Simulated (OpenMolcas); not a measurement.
Se²⁺: Slater's ratio, the spin-orbit constant, worked from levels

```
Program             : OpenMolcas
Basis               : ANO-RCC-VQZP [7s6p4d2f1g]
Scalar Hamiltonian  : DKH2, point nucleus
Active space        : 4 electrons in 8 orbitals (4s 4p 5s 5p)
State averaging     : 2S+1 = 3 even, 3 roots; 2S+1 = 1 even, 9 roots; 2S+1 = 5 odd, 1 root; 2S+1 = 3 odd, 9 roots; 2S+1 = 1 odd, 8 roots
Spin-orbit coupling : RASSI with atomic mean-field integrals over the reference wave functions, term energies averaged over their components
```

Methods: CASSCF; SS-CASPT2, IPEA 0.25 Eh, imaginary shift 0.1 Eh (closed shells correlated: 3d). Measured levels: Moore, Atomic Energy Levels, vol. II, NSRDS-NBS 35 (1971 reprint of NBS Circular 467, 1952).

**Slater's ratio.** With one set of orbitals, p2 has ¹D - ³P = 6 F2 and ¹S - ¹D = 9 F2 (F2 = F²/25), a ratio of 3/2. Term energies are centres of gravity, weighted by 2J + 1.

```csv
Source,¹D - ³P,¹S - ³P,F2 from the first,Ratio
CASSCF,14117,25618,2353,0.815
SS-CASPT2,10326,24920,1721,1.413
```

Energies in cm-1. A ratio away from 3/2 shows effects beyond one configuration with one set of orbitals, and in heavier atoms second-order spin-orbit shifts. In CASSCF the valence s occupation is 1.92 in ¹S against 1.98 in ¹D: mixing out of s² acts most on ¹S and pulls it down.

**The spin-orbit constant.** For the Hund term ³P of p2, E(J) = (A/2) J(J+1) + constant and ζ = 2S·A = 2A. From J = 0 to J = 2 the energy changes by 3 A.

| Source | E(2) - E(0) | A | ζ |
| --- | --- | --- | --- |
| CASSCF | 3477.5 | 1159.2 | 2318 |
| SS-CASPT2 | 3406.0 | 1135.3 | 2271 |
| measured | 3937.0 | 1312.3 | 2625 |

All in cm-1. SS-CASPT2 is off by -13.5 % and CASSCF by -11.7 %. Both methods take the spin-orbit matrix elements from the reference wave functions, so the second can move ζ only through the term energies and any multistate remixing. Second-order mixing with other terms is absorbed into this ζ.

CASPT2 breaks the degeneracy within a term, and the mean is taken; among the terms shown or strongly mixed into the levels shown the widest spread is 48 cm-1 (4s² 4p² ¹D, SS-CASPT2). Over all roots computed the reference weight is 0.84 to 0.98 in SS-CASPT2; the roots of lowest weight are the least certain, and an intruder state may touch them. The run also gave levels led by 4s² 4p 5p, which use shells meant for correlation; these and all levels above them are left out. Measured partners are found by configuration, term and J. A level has none where our copy of the source lacks it or the pairing is in doubt (some pairs that miss far off the trend of their configuration count as doubtful), and it then counts in no deviation. Levels of configurations outside the active space are missing.
